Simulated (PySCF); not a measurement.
C₂H₄F₃Si (doublet state).
Geometry (GFN2-xTB, Å), atoms numbered from 1 in this order:
```
atom  x, y, z in Å
F1    -2.1659    0.8604    0.7541
C2    -1.3746    0.0597    0.0041
F3    -2.0862   -0.1847   -1.1246
F4    -1.3096   -1.1133    0.6556
C5    -0.0580    0.6440   -0.2701
Si6    1.4978   -0.3046    0.0924
H7    -0.1007    1.6323   -0.6948
H8     1.3718   -1.6502   -0.4684
H9     1.6484   -0.3918    1.5487
H10    2.5859    0.4529   -0.5194
```

The hyperfine couplings belong to this conformer and change with its torsions.

As a line formula: `FC(F)(F)[CH][SiH3]` [radical].

Method: UKS B3LYP, pcH-1 on C F H Si, non-relativistic, mean-field spin-orbit, GIAO (PySCF). Isolated species at its GFN2-xTB geometry, gas phase. Couplings are sensitive to structure, and on GFN2-xTB geometries they can be far from those on DFT ones. The SCF solution wasn't tested for stability.

Task: The isotropic 13C couplings are +82.3, -36.7 MHz. Assign them to C2; C5.

Result: 
```
site  a_iso (MHz)  ρ(0) (bohr⁻³)                 position  distance from C5 (Å)  spin population  largest |T| (MHz)
  C2        -36.7        -0.0326           1 bond from C5                  1.47            -0.04                3.1
  C5        +82.3        +0.0734  largest spin population                  0.00            +1.01              155.3
```

Task: The isotropic 1H couplings, averaged over equivalent nuclei, are -59.2, +47.4 MHz. Assign them to H7; H8/H9/H10.

Result: 
```
     site  a_iso (MHz)  ρ(0) (bohr⁻³)            position  distance from C5 (Å)  bound to  spin population there  largest |T| (MHz)
       H7        -59.2        -0.0132   α, 1 bond from C5                  1.08        C5                  +1.01               38.5
H8/H9/H10        +47.4        +0.0106  β, 2 bonds from C5                  2.69       Si6                  -0.05                5.5
```

ρ(0) is the spin density at the nucleus and T the dipolar tensor; a_iso includes a spin–orbit part; entries for several nuclei are means. The largest Mulliken spin population is on C5 (+1.01). The angles at C5 add up to 360.0°, so it is planar; its axial dipolar tensor and the negative coupling of its proton fit spin in a p orbital normal to that plane.

Examples of negative spin density at the nucleus (bohr⁻³): Si6 (-0.0515), C2 (-0.0326) and H7 (-0.0132).

Nuclei that the bonding pattern makes equivalent are averaged, as if the motion that swaps them (rotation, inversion, ring flip) were fast. The three 19F nuclei of mean +68.4 MHz run from -4.8 to 120.6 MHz in the frozen geometry. The three 1H nuclei of mean +47.4 MHz run from 1.0 to 84.5 MHz in the frozen geometry.

The run took 30 s wall (with the writing of density and orbital grids) on an Arm Neoverse V2 with one thread (shared host), and the process peaked at 0.68 GiB of memory.
